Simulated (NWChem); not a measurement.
# CH$_{6}$O$_{2}$SSi; SMILES C[Si](O)(S)O

```xyz
11

C      1.6185     1.0943     0.4109
Si    -0.0674     0.4120    -0.0052
O     -0.4969     1.1305    -1.4310
O     -1.2578     0.7535     1.1035
S     -0.0493    -1.7586    -0.1088
H      1.5648     2.1865     0.4821
H      1.9898     0.7029     1.3635
H      2.3472     0.8450    -0.3685
H     -1.3766     0.9043    -1.7671
H     -1.2908     0.1969     1.8943
H      1.1083    -1.8716    -0.7956
```
Atoms are numbered in this order, from 1.

Level: B3LYP/6-31G* (spherical d) (NWChem), optimised geometry, unscaled harmonic frequencies. 

```csv
frequency (cm⁻¹),IR intensity (km/mol)
137,2.9
153,2.1
185,14.9
220,17.5
250,25.8
251,65.5
264,40.8
303,38.9
363,88.4
480,83.7
682,29.0
742,38.2
800,48.1
811,27.9
839,202.2
872,300.3
935,133.1
976,145.0
1340,31.5
1492,2.8
1494,5.1
2679,9.2
3055,1.2
3131,6.5
3138,7.5
3792,72.7
3802,67.6
```

The zero-point energy is 47.4 kcal/mol. The thermal correction to the enthalpy at 298.15 K (with zero-point energy) is 53.2 kcal/mol, the heat capacity Cv comes out as 28.4 cal/(mol K) and the entropy at 298.15 K and 1 atm (symmetry number 1) is 86.9 cal/(mol K). The dipole moment is 0.92 D.

Rigid rotor and harmonic oscillator.
